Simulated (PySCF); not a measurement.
A GIAO shielding run with PySCF (density fitting, non-relativistic, gas phase) on `InChI=1S/C6H15NSi/c1-4-7(5-8)6(2)3/h4,6H,1,5H2,2-3,8H3`:

```
$ OMP_NUM_THREADS=1 python probes_run.py task.json out

{"job": {"kind": "nmr", "xc": "PBE0", "basis": "pcSseg-1"}, "charge": 0, "multiplicity": 1}
C      0.833117     2.468320     0.222628
C     -0.098561     1.515468     0.222132
N     -0.081623     0.325478    -0.452840
C      1.094478    -0.051409    -1.204780
Si     2.507950    -0.789461    -0.139888
C     -1.029011    -0.715392    -0.103906
C     -2.453538    -0.319014    -0.507107
C     -0.968203    -1.100899     1.378056
H      1.771029     2.390129    -0.295327
H      0.661911     3.384154     0.757656
H     -1.010514     1.681385     0.779193
H      0.786543    -0.766274    -1.973341
H      1.442623     0.835326    -1.738973
H      3.725903    -0.823675    -0.950098
H      2.693753     0.015624     1.063534
H      2.145344    -2.157835     0.244890
H     -0.748100    -1.595571    -0.693585
H     -3.124382    -1.164348    -0.375423
H     -2.818322     0.506471     0.098215
H     -2.474847    -0.014859    -1.550866
H     -1.618980    -1.951459     1.566424
H     -1.289846    -0.275053     2.007629
H      0.048524    -1.370122     1.655858
```

Hardware: 1 thread of an Arm Neoverse V1, shared host. The job also computes population analyses, field gradients.

Problem. How large is the calculation?

Solution. 72 electrons, 218 basis functions and 1145 auxiliary functions.

Problem. How long does it take, and how much memory does it need?

Solution. 51 s of wall time, with 13 SCF cycles and 4 response iterations; peak memory 1.1 GiB. Times on a shared host scatter by some tens of per cent.
